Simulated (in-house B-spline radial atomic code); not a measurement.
Values are calculated unless marked as measured or tabulated.
Stopping and range of 80 keV Sn in Ge

The pair potential comes from two frozen, spherical free-atom densities (PBE, B-spline radial code, scalar-relativistic past argon): electrostatics plus the change in Thomas-Fermi kinetic and Dirac exchange energy where they overlap, the recipe behind the universal ZBL potential, which averages such potentials (from solid-state densities) over many pairs. It is written V = (Z1 Z2 e²/r) φ(r/a), with e² = 14.3996 eV·Å and a = 0.46850 Å/(Z1^0.23 + Z2^0.23); ZBL's fit is φ = 0.18175 e^(−3.1998x) + 0.50986 e^(−0.94229x) + 0.28022 e^(−0.4029x) + 0.02817 e^(−0.20162x). Where φ falls below 4e-4 it is continued as an exponential.

The target is taken as amorphous, with density 5.3234 g/cm³ (NSM archive of the Ioffe Institute); channelling is ignored. Masses: Sn 118.71, Ge 72.63 u. Nuclear stopping is S_n = 4π a Z1 Z2 e² M1/(M1 + M2) × s_n(ε), with s_n integrated over impact parameters for each pair. Electronic stopping is Lindhard and Scharff's S_e = Z1^(1/6) 8π e² a0 Z1 Z2/(Z1^(2/3) + Z2^(2/3))^(3/2) × v/v0, with a0 = 0.529177 Å and v = v0 at 24.801 keV/u; it misses the oscillations with Z1 seen in experiment, which reach tens of per cent. Compounds add by atom fraction.

```tsv
target atom	a (Å)	ε at this energy	s_n, this pair	s_n, ZBL potential
Ge	0.10015	0.132	0.3358	0.3308
```

Task: What are the atom density and the stopping powers at entry?

Result: N = 5.3234 × 0.602214/72.63 = 0.04414 atoms/Å³. For Ge: S_n = 17990 × 0.3358 = 6041 eV·Å², S_e = 2.9799 × √80000 = 842.9 eV·Å². Averaged over the target's atoms and times N × 10 Å/nm, the ion loses N S_n = 2670 eV/nm to recoils and N S_e = 372 eV/nm to electrons; the nuclear share is 88 %.

Along the track:

```csv
E (keV),N S_n (eV/nm),N S_e (eV/nm)
4,1100,83.2
12,1680,144
24,2090,204
40,2370,263
60,2560,322
80,2670,372
```

Task: Estimate the path length and the projected range.

Result: With continuous slowing down the path is the integral of dE/(N (S_n + S_e)). Trapezoids over the table give 32 nm, and the stretch below the first row, with stopping taken as √E, adds 2E/(N S) = 6.8 nm: 38.8 nm in all, against 38.1 nm on a fine grid from 5 eV. Deflections shorten the depth: to first order in the energy passed on, N (S_n + S_e) dR_p/dE = 1 − N S_n (M2/M1) R_p/(2E), summed over the target's atoms, and integrating this on the fine grid gives R_p = 26.2 nm, 0.69 of the path. Lindhard's rule of thumb R/(1 + M2/3M1), with mean M2/M1 = 0.61, gives 31.6 nm. On the ZBL potential the same equation gives 26.6 nm, and the full integral equation, which keeps hard collisions, 27.7 nm.
